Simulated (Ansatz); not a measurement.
```yaml
crystal:
  periodic: [false, false, false]
  atoms:
    - {symbol: N, position_ang: [-1.200485, 1.163230, -1.501937]}
    - {symbol: C, position_ang: [-0.158619, 0.597406, -0.422919]}
    - {symbol: C, position_ang: [0.701616, 0.429052, 0.141975]}
    - {symbol: Ge, position_ang: [-0.496296, -0.932839, 0.753144]}
    - {symbol: H, position_ang: [-0.739994, 1.908187, -1.929231]}
    - {symbol: H, position_ang: [1.722103, -0.007960, -0.193878]}
    - {symbol: H, position_ang: [0.892390, 1.215908, 0.615103]}
    - {symbol: H, position_ang: [-0.381901, -2.617891, 0.648107]}
    - {symbol: H, position_ang: [-0.965332, -0.842691, 2.389696]}
basis:
  gaussian: {orbitals: def2-TZVPP, nuclear_model: gaussian, point_charges: [{charge: 1.00, position_ang: [6.241, 0.582, 0.738]}]}
magnetization: {spin_polarized: true, initial_magnetization: 4}
hamiltonian: {xc: {name: rPW86-PBE}, dispersion: d3bjatm}
output: {forces: true}
```

```sh
$ ansatz run in.yaml --threads 2 --pin off --events-out ev --progress --plain --max-ram 4352MiB
```

It prints (some lines left out):

```
Functional definition: rPW86-PBE
1168 factors; their error is unknown
mean field evaluation 1: about -60138.8190 eV, gradient 8.9e1 eV
mean field evaluation 2: about -59614.5266 eV, gradient 2.4e2 eV
mean field evaluation 4: about -60054.1214 eV, gradient 1.0e2 eV
mean field evaluation 8: about -60178.2320 eV, gradient 4.0e0 eV
mean field evaluation 16: about -60178.3455 eV, gradient 4.2e-2 eV
mean field -60178.34547535 eV, -2211.5134058715 hartree, gradient 3.8e-5 eV, S^2 6.011792; 3 other end points of the search recorded, 0 dependent functions left out
reference -60178.34559277 eV, -2211.5134101865 hartree; 30, 26 occupied and 181, 185 virtual orbitals, 1168 factors
Total energy: -60178.51857354 eV, -2211.5197671125 hartree
Atom 0 at    -1.200485     1.163230    -1.501937 Å, force     0.020920    -3.255351     2.632348 eV/Å
Atom 1 at    -0.158619     0.597406    -0.422919 Å, force   -33.563087     8.982844   -25.788780 eV/Å
Atom 2 at     0.701616     0.429052     0.141975 Å, force    31.014860    -8.726016    14.505103 eV/Å
Atom 3 at    -0.496296    -0.932839     0.753144 Å, force    -2.857105    -5.510327     4.353759 eV/Å
Atom 4 at    -0.739994     1.908187    -1.929231 Å, force     1.471387     2.296203    -1.056634 eV/Å
Atom 5 at     1.722103    -0.007960    -0.193878 Å, force     0.559586    -0.407523     0.015019 eV/Å
Atom 6 at     0.892390     1.215908     0.615103 Å, force     3.205791     6.707937     5.950283 eV/Å
Atom 7 at    -0.381901    -2.617891     0.648107 Å, force     0.089033    -0.330407    -0.180933 eV/Å
Atom 8 at    -0.965332    -0.842691     2.389696 Å, force     0.052318     0.270290    -0.440970 eV/Å
Dipole moment:     0.178596     0.676919    -0.383515 e Å
```

Question: What is wrong with this run?

Answer: The spin is set far too high for this molecule. The run converged. The result belongs to that input, not to the molecule as meant.
